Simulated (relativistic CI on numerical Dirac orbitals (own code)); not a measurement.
# Pt XVIII: q coefficients and field-shift factors

Method of calculation: Dirac-Coulomb-Breit CI, separate exchange-only KLI orbitals for each configuration, derivatives by finite differences, unscaled Slater integrals, QED left out (own radial code, finite nucleus).

CI space (outside the closed core [Kr] 4d10): 4f13 5s2, 4f14 5s, 4f13 5s 5p, 4f14 5p, 4f13 5p2, 4f12 5s2 5p, 4f13 5s 5d, 4f12 5s 5p2. Levels of other configurations are missing.

With x = (α/α₀)² − 1 an excitation energy changes as ω = ω₀ + qx; K = 2q/ω₀ is the relative enhancement. Terms are leading LS components, so labels can repeat. The field-shift factor is F = δν/δ⟨r²⟩ for the transition from the lowest level.

Lowest level 4f14 5s 2S_1/2.

| Level | ω₀ (cm⁻¹) | q (cm⁻¹) | K | F (GHz/fm²) |
| --- | --- | --- | --- | --- |
| 4f13 5s2 2F°_7/2 | 23048 | -400300 | -34.7 | 646 |
| 4f13 5s2 2F°_5/2 | 50459 | -375300 | -14.9 | 648 |
| 4f13 5s 5p 4D_7/2 | 308572 | -350600 | -2.27 | 71.9 |
| 4f14 5p 2P°_1/2 | 328517 | 51550 | 0.314 | -573 |
| 4f13 5s 5p 2G_7/2 | 331061 | -335700 | -2.03 | 67 |
| 4f13 5s 5p 4G_5/2 | 334057 | -332400 | -1.99 | 71.9 |
| 4f13 5s 5p 4G_9/2 | 334483 | -340200 | -2.03 | 69.1 |
| 4f13 5s 5p 2F_5/2 | 341975 | -332500 | -1.94 | 68.7 |
| 4f13 5s 5p 2D_5/2 | 363246 | -310700 | -1.71 | 67.6 |
| 4f13 5s 5p 2G_7/2 | 364691 | -315100 | -1.73 | 67.6 |
| 4f13 5s 5p 4F_3/2 | 368297 | -313500 | -1.7 | 70.5 |
| 4f12 5s2 5p 4G°_11/2 | 380097 | -767500 | -4.04 | 745 |
| 4f12 5s2 5p 2I°_13/2 | 385805 | -767900 | -3.98 | 745 |

At this charge transitions that keep the count of f electrons are usually good to a few per cent. Levels that differ in their count of f electrons can be misplaced by several ten thousand cm⁻¹, since the correlation energy of f electrons is missing or only estimated; rates across such gaps can be off by orders of magnitude. The computed lowest level isn't the tabulated ground level, which NIST ASD gives as 4f13 5s2 2F°7/2; for such ions that label comes from theory and may be the wrong one.
